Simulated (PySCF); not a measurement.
A ladder of Hamiltonians for Ca(8+) (calcium, charge +8)

Occupied: 1s1/2, 2s1/2, 2p1/2, 2p3/2, 3s1/2. Hartree-Fock calculated with PySCF 2.14 in an even-tempered Gaussian basis (18 s from 0.18 bohr⁻², ratio 2.7; 13 p from 0.22 bohr⁻², ratio 2.7), Gaussian nucleus throughout. NR is non-relativistic, sf-X2C the spin-free one-electron X2C Hamiltonian, X2C adds the bare one-electron spin-orbit term, X2C-SNSO screens it by Boettger's factors, DC is four-component Dirac-Coulomb, and the Gaunt and Breit terms are added at first order (total energies over the DC spinors, levels after relaxing the spinors in that mean field). QED terms are absent. Levels marked empty are virtual spinors of this ion; the basis has s and p functions only, so 3d, which can lie below the n = 4 levels, is absent.

```csv
Hamiltonian,E (hartree),E − E(DC) (hartree),CPU seconds
NR,-654.8937,2.9369,0.2
sf-X2C,-657.7561,0.0744,0.11
X2C,-657.7602,0.0704,0.13
X2C-SNSO,-657.7594,0.0711,0.14
DC,-657.8306,0.0000,5.3
DC+Gaunt,-657.6290,0.2015,10
DC+Breit,-657.6446,0.1859,35
```

| level (eV) | NR | sf-X2C | X2C | X2C-SNSO | DC | DC+Gaunt | DC+Breit |
| --- | --- | --- | --- | --- | --- | --- | --- |
| 1s1/2 | -4236.4 | -4257.1 | -4257.1 | -4257.1 | -4258.5 | -4255.2 | -4255.3 |
| 2s1/2 | -618.92 | -623.09 | -623.08 | -623.08 | -623.20 | -622.99 | -623.00 |
| 2p1/2 | -532.36 | -532.85 | -535.77 | -535.48 | -535.48 | -535.10 | -535.14 |
| 2p3/2 | -532.36 | -532.85 | -531.42 | -531.56 | -531.62 | -531.37 | -531.41 |
| 3s1/2 | -185.58 | -186.39 | -186.39 | -186.39 | -186.41 | -186.37 | -186.38 |
| 3p1/2 (empty) | -145.96 | -146.09 | -146.52 | -146.47 | -146.47 | -146.42 | -146.42 |
| 3p3/2 (empty) | -145.96 | -146.09 | -145.88 | -145.90 | -145.91 | -145.88 | -145.88 |
| 4s1/2 (empty) | -78.309 | -78.561 | -78.561 | -78.561 | -78.566 | -78.554 | -78.556 |

| interval (eV) | X2C | X2C-SNSO | DC | DC+Gaunt | DC+Breit |
| --- | --- | --- | --- | --- | --- |
| 2p3/2 − 2p1/2 | 4.356 | 3.917 | 3.861 | 3.730 | 3.731 |
| 3p3/2 − 3p1/2 | 0.6329 | 0.5693 | 0.5603 | 0.5399 | 0.5399 |

Weight of the small component: 1s1/2 0.00512, 2s1/2 0.000888, 2p1/2 0.000849, 2p3/2 0.000842, 3s1/2 0.000221, 3p1/2 0.000193, 3p3/2 0.000193, 4s1/2 8.53e-05.

Koopmans' value for the highest occupied level at DC+Breit: 186.38 eV, against an ionisation energy of 188.54 ± 0.06 eV (semi-empirical (NIST evaluation); NIST Atomic Spectra Database, ionization energies); the former lacks relaxation, correlation, QED and recoil.

The whole ladder took 53 s of wall time on 1 thread of Intel(R) Xeon(R) 6975P-C (shared host), launched as `OMP_NUM_THREADS=1 python relrun2.py TASK.json OUT` (a driver that calls PySCF for each Hamiltonian).
